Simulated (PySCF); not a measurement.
**TDDFT excited states: CdH2O2**

Species: Cd(OH)2 (singlet state).
SMILES: `[OH][Cd][OH]`

Level of theory: TDDFT CAM-B3LYP/def2-SVPD, vertical, gas phase, core orbitals frozen in the response, def2 core potentials past Kr (PySCF). Isolated species at its PBE0-D3(BJ)/def2-SVP geometry, gas phase. Spin–orbit coupling is left out.

Task: What does the calculation give for the low-lying excited states?

Result: 

| state | E (eV) | λ (nm) | ν̃ (cm⁻¹) | f | main configurations (H = HOMO, L = LUMO) |
| --- | --- | --- | --- | --- | --- |
| S1 | 5.02 | 247.0 | 40490 | 0.0000 | H→L (95%) |
| S2 | 5.69 | 218.0 | 45880 | 0.059 | H-1→L (89%) |
| S3 | 6.37 | 194.5 | 51410 | 0.147 | H-2→L (72%), H→L+2 (23%) |
| S4 | 6.49 | 191.2 | 52310 | 0.0001 | H-3→L (88%) |
| S5 | 6.52 | 190.1 | 52610 | 0.0001 | H→L+1 (91%) |
| S6 | 7.14 | 173.6 | 57610 | 0.0000 | H-1→L+1 (94%) |
| S7 | 7.41 | 167.4 | 59740 | 0.162 | H→L+2 (64%), H-2→L (16%), H-3→L+1 (12%) |
| S8 | 7.45 | 166.3 | 60120 | 0.0006 | H-2→L+1 (87%), H-1→L+2 (10%) |
| S9 | 7.79 | 159.2 | 62810 | 0.0000 | H-2→L+2 (97%) |
| S10 | 7.83 | 158.4 | 63150 | 0.033 | H→L+3 (80%), H-1→L+4 (14%) |

Triplets, Tamm–Dancoff:

| state | E (eV) | λ (nm) | main configurations (H = HOMO, L = LUMO) |
| --- | --- | --- | --- |
| T1 | 4.60 | 269.7 | H→L (92%) |
| T2 | 5.18 | 239.6 | H-1→L (87%) |
| T3 | 5.33 | 232.6 | H-2→L (91%) |
| T4 | 5.60 | 221.4 | H-3→L (88%) |

The lowest singlet comes at 247 nm (484 kJ/mol) in the ultraviolet; it is dark (f under 0.0005); its leading configuration is HOMO→LUMO (95%). The strongest level in the table is S7 at 7.41 eV (167 nm, f = 0.162). For S1 the Löwdin share of cadmium is 6% in HOMO and 61% in LUMO (ligand-to-metal charge transfer by this measure); for S7 the Löwdin share of cadmium is 6% in HOMO and 78% in LUMO+2. Weighted by f, the mean energy of these states is 6.81 eV. Of the 10 states listed, 4 reach f = 0.01 and 5 stay under 0.0005. Orbital energies (eV): HOMO-3 -10.69, HOMO-2 -10.40, HOMO-1 -10.18, HOMO -9.54, LUMO -0.74, LUMO+1 0.36, LUMO+2 0.75. All these states lie below the vertical ionisation energy of 10.62 eV (ΔSCF). Only the lowest 10 singlets were computed, as vertical energies without vibronic structure.
